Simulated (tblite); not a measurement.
F6Nb (SMILES [F][Nb-]([F])([F])([F])([F])[F]), charge -1, singlet, at a GFN2-xTB geometry (such geometries of metal compounds can be far from the true shape); GFN1-xTB (tblite).

Here is a job for tblite.
```
$ tblite run mol.xyz --method gfn1 --charge -1 --spin 0 --grad --json tblite.json --no-restart

# file mol.xyz
7

Nb     0.00000000     0.00000000    -0.00000000
F      1.11527446    -0.47737769    -1.40718583
F     -1.11527446     0.47737769     1.40718583
F     -1.17152260     0.79987238    -1.19984896
F     -0.91410953    -1.60754884    -0.17913416
F      0.91410953     1.60754884     0.17913416
F      1.17152260    -0.79987238     1.19984896
```

Output, abridged:

```
xTB calculator
 | screened Coulomb repulsion
 | Coulomb electrostatics
 |  * isotropic Klopman-Ohno-Mataga-Nishimoto electrostatics
 |  * onsite third-order electrostatics
 | DFT-D3(BJ) dispersion correction

halogen bonding energy    0.0000000000000E+00 Eh
repulsion energy          2.5329375839813E-02 Eh
dispersion energy        -1.8297680684755E-03 Eh
number of electrons       4.8000000000000E+01 e
integral cutoff           4.0000000000000E+01 bohr

------------------------------------------------------------
  cycle        total energy    energy error   density error
------------------------------------------------------------
      1     -32.85855752145  -3.2882057E+01   9.9472578E-01
      2     -33.21803411999  -3.5947660E-01   4.1501815E-01
      3     -33.14600197485   7.2032145E-02   4.2890778E-01
      4     -32.26356522117   8.8243675E-01   1.5369061E+00
      5     -33.27332147335  -1.0097563E+00   4.5293404E-02
      6     -33.26832521604   4.9962573E-03   9.7758348E-02
      7     -33.27372266374  -5.3974477E-03   5.0721258E-02
      8     -33.27438750617  -6.6484244E-04   4.0281511E-02
      9     -33.27541837182  -1.0308656E-03   1.3744349E-02
     10     -33.27553593579  -1.1756397E-04   4.9388336E-03
     11     -33.27555033647  -1.4400679E-05   2.0941931E-03
     12     -33.27555295169  -2.6152154E-06   8.8436533E-04
     13     -33.27555351879  -5.6710702E-07   8.1444806E-05
     14     -33.27555352371  -4.9171689E-09   8.1720208E-06
------------------------------------------------------------

electronic energy        -3.3299053131482E+01 Eh
total energy             -3.3275553523711E+01 Eh

Post processing:
 | Mayer-Wiberg bond orders

[Info] Tight-binding results written to 'tblite.txt'
[Info] JSON dump of results written to 'tblite.json'
```
